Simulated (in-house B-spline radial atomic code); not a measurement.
Configurations of the europium ion Eu²⁺, with energies counted from [Xe] (4f5/2)6 (4f7/2)1. Computed with a radial B-spline atomic code at the basis-set limit: Dirac-Hartree-Fock, average of each configuration as written, Fermi nucleus of rms radius 5.1115 fm. Energies include first-order Breit, QED and recoil terms.

Occupations are held fixed; configurations that lie above the ionisation limit could autoionise.

```csv
configuration,E - E(ref) (eV),highest orbital,its <r> (bohr)
[Xe] (4f5/2)2 (4f7/2)5,5.0274,4f5/2,0.9111
[Xe] (4f5/2)5 (4f7/2)1 (5g9/2)1,16.346,5g9/2,9.154
[Xe] (4f5/2)3 (4f7/2)3 (8g7/2)1,22.722,8g7/2,28.63
[Kr] 4d10 (4f5/2)2 (4f7/2)5 5s2 (5p1/2)1 (5p3/2)4 (6g7/2)1,45.978,6g7/2,14.64
[Kr] (4d3/2)3 (4d5/2)6 (4f7/2)7 5s2 5p6 6s1,143.03,6s1/2,3.504
[Kr] (4d3/2)3 (4d5/2)6 (4f5/2)1 (4f7/2)6 5s2 5p6 (7p3/2)1,156.77,7p3/2,7.846
[Kr] (4d3/2)3 (4d5/2)6 (4f7/2)7 5s2 5p6 9s1,157.38,9s1/2,16.07
```

Task: Order these further configurations by energy, lowest first.
A. [Kr] 4d10 (4f5/2)3 (4f7/2)4 5s2 (5p1/2)2 (5p3/2)3 (9p1/2)1
B. [Kr] (4d3/2)4 (4d5/2)5 (4f5/2)5 (4f7/2)2 5s2 5p6 (7g9/2)1
C. [Kr] 4d10 (4f5/2)6 (4f7/2)1 5s2 (5p1/2)1 (5p3/2)4 (6d5/2)1
D. [Kr] (4d3/2)4 (4d5/2)5 (4f5/2)4 (4f7/2)3 5s2 5p6 8s1
E. [Xe] (4f7/2)7

Result: E (3.1108 eV), C (36.278 eV), A (42.186 eV), D (155.42 eV), B (155.61 eV).

Task: How far above the reference does [Xe] (4f5/2)1 (4f7/2)6 lie?

Result: 4.4374 eV; its least bound orbital is 4f5/2 with <r> = 0.9164 bohr.

Task: How far above the reference does [Kr] 4d10 (4f5/2)2 (4f7/2)5 5s2 (5p1/2)1 (5p3/2)4 6s1 lie?

Result: 31.413 eV; its least bound orbital is 6s1/2 with <r> = 3.541 bohr.

Task: How far above the reference does [Kr] (4d3/2)4 (4d5/2)5 (4f5/2)2 (4f7/2)6 5s2 5p6 lie?

Result: 144.04 eV; its least bound orbital is 4f7/2 with <r> = 0.9065 bohr.
